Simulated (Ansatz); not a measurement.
```yaml
crystal:
  periodic: [false, false, false]
  atoms:
    - {symbol: Si, position_ang: [-0.413444, 1.206419, 0.260582]}
    - {symbol: Te, position_ang: [0.561607, -0.853526, 1.249249]}
    - {symbol: Te, position_ang: [-0.158404, -0.516820, -1.467104]}
basis:
  gaussian: {orbitals: def2-TZVPP}
hamiltonian: {xc: {name: PBE0}}
scf: {omitted_lower_state_checks: [starts]}
output: {forces: true}
```

```sh
$ ansatz run in.yaml --threads 4 --pin off --events-out ev --progress --plain --max-ram 3916MiB
```

It prints (some lines left out):

```
Functional definition: PBE0
1167 factors; their error is unknown
mean field evaluation 1: about -22462.2990 eV, gradient 1.0e1 eV
mean field evaluation 2: about -22462.2286 eV, gradient 1.4e1 eV
mean field evaluation 4: about -22462.5634 eV, gradient 1.4e0 eV
mean field evaluation 8: about -22462.5701 eV, gradient 7.8e-2 eV
mean field evaluation 16: about -22462.8718 eV, gradient 9.3e-4 eV
mean field -22462.87175294 eV, -825.4953110394 hartree, gradient 3.4e-5 eV, S^2 0.000000; 0 other end points of the search recorded, 0 dependent functions left out
reference -22462.87177530 eV, -825.4953118611 hartree; 31, 31 occupied and 111, 111 virtual orbitals, 1167 factors
Total energy: -22462.87177530 eV, -825.4953118611 hartree
Atom 0 at    -0.413444     1.206419     0.260582 Å, force    -0.063086     0.292767     0.203492 eV/Å
Atom 1 at     0.561607    -0.853526     1.249249 Å, force    -0.087371    -0.006427    -0.408917 eV/Å
Atom 2 at    -0.158404    -0.516820    -1.467104 Å, force     0.150457    -0.286340     0.205425 eV/Å
Dipole moment:    -0.038287     0.106981     0.004939 e Å
Checks for a lower state left out: starts
```

Hardware: 4 threads of AMD EPYC 9R45 on a shared host. Wall time 0.7 s.

In the def2 sets Te takes a core potential; there is no spin–orbit coupling.
